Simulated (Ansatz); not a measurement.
BBr$_{2}$H, SMILES `BrBBr`. Charge 0, multiplicity 1. The structure was optimised at the PBE0-D4/def2-TZVP level.

```xyz
4

Br    1.251    0.384    1.258
B    -0.152   -0.030    0.060
Br    0.138   -0.109   -1.807
H    -1.237   -0.245    0.488
```

Question: What is the dipole moment at r2SCAN/def2-TZVPP? (Estimate.)

Answer: Computed: 0.33 D, with components (-0.30, -0.06, 0.12) D in this frame, pointing from negative to positive charge.

Question: And with PBE, B3LYP, ωB97M-V? (An estimate is asked.)

Answer: Computed: PBE 0.22 D, B3LYP 0.35 D, ωB97M-V 0.39 D.

Question: Give the Mulliken charges with r2SCAN, ωB97M-V, PBE in def2-TZVPP. (Best estimate.)

Answer: The calculation gave: 
| atom | r2SCAN | ωB97M-V | PBE |
| --- | --- | --- | --- |
| Br1 | -0.04 | -0.02 | -0.02 |
| B2 | 0.03 | -0.07 | -0.01 |
| Br3 | -0.04 | -0.02 | -0.02 |
| H4 | 0.04 | 0.11 | 0.05 |

B3LYP here is the variant with VWN-RPA as its local correlation; programs differ in this.
